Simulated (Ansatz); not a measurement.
Ansatz (an electronic-structure program) input (MP2/def2-TZVP):

Ansatz 0.2 input:
```yaml
crystal:
  periodic: [false, false, false]
  atoms:
    - {symbol: Ge, position_ang: [0.45971327, -0.54685647, 0.74244815]}
    - {symbol: O, position_ang: [2.01997716, -0.93290290, 0.28985494]}
    - {symbol: Br, position_ang: [-0.88201833, 0.71321801, -0.74506229]}
basis:
  gaussian:
    orbitals: def2-TZVP
magnetization: {spin_polarized: true, initial_magnetization: 1}
correlation: {method: mp2, electrons: outside_noble_gas}
relax: {f_tol: 0.003, max_steps: 100}
```

End of the output:

```
integrals: 0.13 GiB planned
897 factors; integrals over basis functions are off by at most 3.0e-4 eV
mean field: 0.68 GiB planned
mean field -128511.22704207 eV, -4722.7004857579 hartree, gradient 1.6e-6 eV, S^2 0.765765; 0 other end points of the search recorded, 0 dependent functions left out
29 core orbitals not correlated
reference -128511.22704207 eV, -4722.7004857579 hartree; 9, 8 occupied and 89, 90 virtual orbitals, 897 factors
densities: 0.55 GiB planned
second order -11.81882577 eV of doubles, -0.00000000 eV of singles
the calculation of the forces begins
relax step   7: F+E_penalty+E_count = -128523.04586785 eV  Δ(F+E_penalty+E_count) = -1.804e-3 eV  max|allowed force component| = 2.720e-3 eV/Å  Δτ_max = 0.0125 Å  (54 SCF iters, accepted)
these checks for a lower state are left out or cut short: cluster_reference
integrals: 0.13 GiB planned
897 factors; integrals over basis functions are off by at most 3.0e-4 eV
mean field: 0.68 GiB planned
mean field evaluation 192: about -128510.9340 eV, gradient 1.5e0 eV
mean field evaluation 224: about -128511.0806 eV, gradient 8.2e-1 eV
mean field evaluation 256: about -128507.2587 eV, gradient 7.9e0 eV
mean field evaluation 288: about -128509.3008 eV, gradient 4.4e0 eV
mean field -128511.22704207 eV, -4722.7004857579 hartree, gradient 1.6e-6 eV, S^2 0.765765; 12 other end points of the search recorded, 0 dependent functions left out
29 core orbitals not correlated
reference -128511.22704207 eV, -4722.7004857579 hartree; 9, 8 occupied and 89, 90 virtual orbitals, 897 factors
densities: 0.55 GiB planned
second order -11.81882577 eV of doubles, -0.00000000 eV of singles
the calculation of the forces begins
Total energy: -128523.04586785 eV, -4723.1348195940 hartree
Atom 0 at     0.349512    -0.609260     0.955736 Å, force     0.002518     0.000361    -0.002720 eV/Å
Atom 1 at     1.898930    -0.788213     0.092950 Å, force    -0.001015    -0.000802     0.002423 eV/Å
Atom 2 at    -0.650770     0.630931    -0.761446 Å, force    -0.001503     0.000441     0.000297 eV/Å
Dipole moment:    -0.161962    -0.124331     0.379425 e Å
Checks for a lower state left out: cluster_reference
```

It need not be the lowest isomer of its formula.
